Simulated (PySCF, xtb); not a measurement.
SnF3, SMILES [F][Sn]([F])[F], multiplicity 2.

Harmonic wavenumbers (cm⁻¹) from GFN2-xTB (xtb) at its own minimum, in rising order: 27, 67, 67, 296, 296, 307.

Question: What does PBE-D3(BJ)/def2-SVP run with PySCF give at its own minimum? (The exact figures need the calculation; the answer reports its results.)

Answer: 137, 137, 161, 565, 592, 592. Paired by order, the mean absolute difference is 187 cm⁻¹ and the zero-point energies are 1.5 and 3.1 kcal/mol.
